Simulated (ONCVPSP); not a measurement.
# Logarithmic derivatives: Sc (Z = 21), ONCV

Sc (Z = 21), optimised norm-conserving Vanderbilt (ONCV), made with ONCVPSP 4.0.1 (LDA (Perdew-Wang 92), scalar-relativistic). Core [Ne], reference 3s2 3p6 3d1 4s1.75 4p0.25. Waves: 3s+4s: rc 1.46 bohr, ncon 4, nbas 9, qcut 8.2 1/bohr, 2 projectors; 3p+4p: rc 1.84 bohr, ncon 5, nbas 9, qcut 6.7 1/bohr, 2 projectors; 3d: rc 2.58 bohr, ncon 5, nbas 8, qcut 5.7 1/bohr, 2 projectors, debl 1.9 Ha. Local part: polynomial inside 1.26 bohr (lpopt 2, dvloc0 0 Ha). Core correction: polynomial model core, fcfact 0.55.

The phase is arctan(r·R′/R) of the radial function R(r), unwrapped; energies in Ha, scanned from -4 to 5 Ha. A pole is an energy at which the radial function vanishes at the test radius. The pseudo phase is shifted by a multiple of π to meet the all-electron one at the reference energy, and phase errors are pseudo minus all-electron; the curves can meet again beyond the range given. Levels narrower than the energy grid can be missing from the lists of poles.

Question: For each channel, where are the poles, and over which energies does the pseudopotential scatter like the atom?

Answer:

| channel | radius (bohr) | reference energy (Ha) | poles, all-electron | poles, pseudo | unbroken range about the reference energy with phases within 0.05 rad | phase error 1 Ha above the reference energy (rad) |
| --- | --- | --- | --- | --- | --- | --- |
| s | 1.48 | -0.16 | -0.95 | -0.95 | the whole range | -0.000 |
| p | 1.87 | -0.06 | -0.86 | -0.86 | the whole range | -0.000 |
| d | 2.61 | -0.14 | 0.04, 2.38 | 0.04, 2.38 | below 3.5 | +0.013 |

Phases in the d channel:

```json
{"E (Ha)": "-3.98", "all-electron": "1.413", "pseudo": "1.413"}
{"E (Ha)": "-3.50", "all-electron": "1.401", "pseudo": "1.401"}
{"E (Ha)": "-3.02", "all-electron": "1.386", "pseudo": "1.386"}
{"E (Ha)": "-2.54", "all-electron": "1.365", "pseudo": "1.365"}
{"E (Ha)": "-2.06", "all-electron": "1.337", "pseudo": "1.337"}
{"E (Ha)": "-1.58", "all-electron": "1.293", "pseudo": "1.293"}
{"E (Ha)": "-1.10", "all-electron": "1.212", "pseudo": "1.213"}
{"E (Ha)": "-0.62", "all-electron": "0.979", "pseudo": "0.980"}
{"E (Ha)": "-0.14", "all-electron": "-1.126", "pseudo": "-1.126"}
{"E (Ha)": "0.34", "all-electron": "-1.909", "pseudo": "-1.907"}
{"E (Ha)": "0.82", "all-electron": "-3.193", "pseudo": "-3.178"}
{"E (Ha)": "1.30", "all-electron": "-4.357", "pseudo": "-4.356"}
{"E (Ha)": "1.78", "all-electron": "-4.586", "pseudo": "-4.586"}
{"E (Ha)": "2.26", "all-electron": "-4.692", "pseudo": "-4.691"}
{"E (Ha)": "2.74", "all-electron": "-4.775", "pseudo": "-4.771"}
{"E (Ha)": "3.22", "all-electron": "-4.887", "pseudo": "-4.867"}
{"E (Ha)": "3.70", "all-electron": "-5.213", "pseudo": "-5.071"}
{"E (Ha)": "4.18", "all-electron": "-7.107", "pseudo": "-6.178"}
{"E (Ha)": "4.66", "all-electron": "-7.620", "pseudo": "-7.437"}
```
